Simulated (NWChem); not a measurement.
System: TeBr$_{2}$; SMILES Br[Te]Br

All runs: NWChem. Medium grid unless said otherwise, to which SCAN and Minnesota functionals are sensitive. The geometry was optimised at PBE0/def2-SVP. def2 effective core potentials on Te; no spin-orbit coupling.

### Question
Order these by “dipole (D)”, lowest first: PBE/def2-SVP; LC-wPBE (HJS exchange hole, range parameter 0.4 per bohr)/def2-SVP; SCAN/def2-SVP; TPSSh/def2-SVP.

### Answer
PBE/def2-SVP (1.49), SCAN/def2-SVP (1.61), TPSSh/def2-SVP (1.66), LC-wPBE (HJS exchange hole, range parameter 0.4 per bohr)/def2-SVP (1.87)
